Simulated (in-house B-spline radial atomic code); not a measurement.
## Ionising Al III (Al2+) with different functionals

Computed with a radial B-spline atomic code at the basis-set limit: non-relativistic Hamiltonian, point nucleus, spin-polarised at highest spin, spherical fractional occupations for the functionals, the average over the highest-spin determinants for Hartree-Fock. The ionisation energy is the difference of two self-consistent energies, [Ne] 3s1 → [He] 2s2 2p6, without Breit or QED terms; ε is the level of the shell that loses the electron (its least bound occupied spin orbital).

| method | rung | ΔSCF (eV) | -ε(3s) (eV) |
| --- | --- | --- | --- |
| Hartree-Fock | Hartree-Fock | 28.04 | 28.06 |
| HF fractional | Hartree-Fock | 28.04 | 28.06 |
| LDA VWN5 | LDA | 28.82 | 24.54 |
| LDA PW92 | LDA | 28.82 | 24.54 |
| LDA exchange-only | LDA | 28.05 | 23.80 |
| PBE | GGA | 28.82 | 24.44 |
| PBEsol | GGA | 28.61 | 24.40 |
| BLYP | GGA | 29.01 | 24.42 |
| RPBE | GGA | 28.77 | 24.37 |
| PW91 | GGA | 28.88 | 24.52 |
| BP86 | GGA | 28.67 | 24.56 |
| AM05 | GGA | 28.55 | 24.39 |
| OLYP | GGA | 28.74 | 24.26 |
| TPSS | meta-GGA | 28.51 | 24.39 |
| SCAN | meta-GGA | 28.44 | 24.68 |
| r2SCAN | meta-GGA | 28.38 | 24.65 |
| M06-L | meta-GGA | 27.58 | 24.30 |
| revTPSS | meta-GGA | 28.41 | 24.42 |
| PBE0 | global hybrid | 28.68 | 25.46 |
| B3LYP | global hybrid | 29.02 | 25.38 |
| TPSSh | global hybrid | 28.48 | 24.79 |
| M06-2X | global hybrid | 28.64 | 26.83 |
| BHandHLYP | global hybrid | 28.81 | 26.44 |
| r2SCAN0 | global hybrid | 28.41 | 25.61 |
| B97-1 | global hybrid | 28.40 | 25.07 |
| HSE06 | range-separated hybrid | 28.70 | 25.08 |
| wB97X | range-separated hybrid | 27.87 | 27.55 |
| CAM-B3LYP | range-separated hybrid | 29.02 | 26.91 |
| LC-wPBE | range-separated hybrid | 28.66 | 28.19 |

Task: Among the functionals, which spreads more, the ΔSCF values or the orbital energies?

Result: The orbital energies: ΔSCF values span about 1.44 eV and the orbital energies 4.39 eV.

Task: How do they compare with the NIST value?

Result: NIST lists 28.448 eV (measured, ground level to ground level). Errors run from -0.87 to +0.57 eV; SCAN is closest (-0.01 eV), but part of that can be cancellation, since the calculations leave out relativity, Breit-QED terms. Hartree-Fock also lacks correlation.
